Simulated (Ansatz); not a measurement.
Mulliken charges of CH$_{3}$Cl$_{2}$In (`[CH3][In]([Cl])[Cl]`) from ωB97M-V/def2-TZVPP in Ansatz (PBE0-D4/def2-TZVP geometry).

| atom | x (Å) | y (Å) | z (Å) | charge (e) |
| --- | --- | --- | --- | --- |
| C1 | -0.232 | 1.103 | -0.112 | -0.553 |
| In2 | 0.197 | -0.967 | 0.103 | 0.796 |
| Cl3 | 1.981 | -1.815 | 1.324 | -0.345 |
| Cl4 | -1.054 | -2.673 | -0.858 | -0.345 |
| H5 | -1.273 | 1.228 | -0.405 | 0.154 |
| H6 | -0.037 | 1.609 | 0.832 | 0.150 |
| H7 | 0.418 | 1.516 | -0.884 | 0.143 |

Problem. By hand: the dipole of these point charges (1 e Å = 4.8032 D).

Solution. Σ q r = (-0.177, 0.816, -0.081) e Å, of length 0.839 e Å = 4.03 D.

Problem. How does the dipole of the full density compare? (An estimate is asked.)

Solution. The calculation gave: (-0.153, 0.741, -0.076) e Å, 3.65 D; the point charges give 1.10 times that, at 1° from its direction.

Point charges leave out the atoms' own dipoles, such as those of lone pairs, and Mulliken's split depends on the basis, so the close match here is no proof of good charges.
